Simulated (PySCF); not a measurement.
Start geometry of `C[CH2][AlH2-][AsH3+]` from GFN2-xTB (Å):
```
atom  x, y, z in Å
C1    -1.5623   -0.1395   -0.9531
C2    -1.4812   -0.0921    0.5767
Al3    0.0946    1.0912    0.8823
As4    1.9548   -0.7149    0.0858
H5    -2.3487   -0.8138   -1.3213
H6    -1.8226    0.8858   -1.3394
H7    -0.6084   -0.4128   -1.3968
H8    -1.2979   -1.1151    0.9294
H9    -2.4506    0.2117    1.0106
H10    0.5068    2.0832   -0.2496
H11    0.8492    1.3608    2.2494
H12    2.5664    0.1069   -0.9645
H13    3.0702   -0.5067    0.9640
H14    2.5225   -1.9595   -0.4813
```

Problem. What comes out of this run: PySCF, PBE0-D3(BJ)/def2-SVP geometry optimisation, gas phase?

Solution. 
```
atom  x, y, z in Å
C1    -1.592   -0.230   -0.997
C2    -1.361   -0.002    0.496
Al3    0.176    1.167    0.952
As4    2.102   -0.447    0.029
H5    -2.472   -0.862   -1.206
H6    -1.740    0.721   -1.535
H7    -0.732   -0.727   -1.480
H8    -1.257   -0.968    1.024
H9    -2.260    0.462    0.945
H10    0.509    2.402   -0.016
H11    0.706    1.227    2.464
H12    2.999   -0.026   -1.113
H13    3.196   -0.929    0.953
H14    1.719   -1.801   -0.524
```

The energy falls by 49.9 kJ/mol over 12 energy and gradient evaluations, the largest force component goes from 0.0265 to 4.2e-04 Eh/bohr, and the atoms move by 0.354 Å rms after alignment. The bond that changes most is As4–H13 (ends: arsenic bonded to Al and 3 H; hydrogen on arsenic), which lengthens by 0.076 Å. Bonds longer at the end by more than 0.005 Å: 7 of 13; shorter: 4. Among the angles that change most is Al3–As4–H14, from 159.2° to 118.9°. Among the dihedrals that turn most is H8–C2–Al3–H10, from 138° to 161°. Rotational constants go from 5081, 1517, 1284 to 4780, 1509, 1241 MHz. The orientation of the end geometry is arbitrary; only internal coordinates are fixed.

The run used 128 basis functions and 74 SCF cycles in all.

No frequency check. The numbers are those of one conformer.
